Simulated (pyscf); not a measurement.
**[O=Ta(Cl)–Cl]• (SMILES [O]=[Ta]([Cl])[Cl]), doublet**

Gas-phase minimum from PySCF at ωB97X-D3(BJ)/def2-SVP, one conformer. Other isomers of [O=Ta(Cl)–Cl]• were not searched in full and may lie lower. 

```xyz
4

O     -0.0147     0.3481     1.0826
Ta    -1.1463    -0.4101     0.0624
Cl    -0.5912    -2.5656    -0.5415
Cl    -2.9701     0.8947    -0.4738
```
Charge 0, spin multiplicity 2.

Bond lengths (Å): O1–Ta2 1.702, Ta2–Cl3 2.306, Ta2–Cl4 2.306. Bond angles (°): O1–Ta2–Cl3 114.4, O1–Ta2–Cl4 114.4, Cl3–Ta2–Cl4 131.2.

Properties at ωB97X-D3(BJ)/def2-SVP:

- Harmonic wavenumbers, unscaled = 52, 100, 211, 395, 429, 1046 cm⁻¹
- Zero-point energy = 3.2 kcal/mol
- Rotational symmetry number = 2
- Entropy of this conformer at 298 K and 1 atm, rigid rotor and harmonic oscillator, modes under 100 cm⁻¹ raised to 100 = 340.7 J/(mol K)
- Dipole moment = 1.59 D
- Spin expectation value S2 = 0.753

Single-point totals, which compare only within one level:

| level | total energy (hartree) |
|---|---|
| ωB97X-D3(BJ)/def2-TZVP | -1052.92460 |
| PBE/def2-TZVP | -1052.46882 |
| r²SCAN/def2-TZVP | -1052.82269 |
| B3LYP-D3(BJ)/def2-TZVP | -1052.93624 |
| PBE0-D3(BJ)/def2-TZVP | -1052.48945 |
| M06-2X/def2-TZVP | -1052.71796 |
| ωB97M-D3(BJ)/def2-TZVP | -1052.95193 |

Open-shell species with a d-block atom are single-reference here; other states, and whether the spin sits on metal or ligand, were not checked. Elements past Kr carry the def2 core potentials, without spin-orbit coupling.
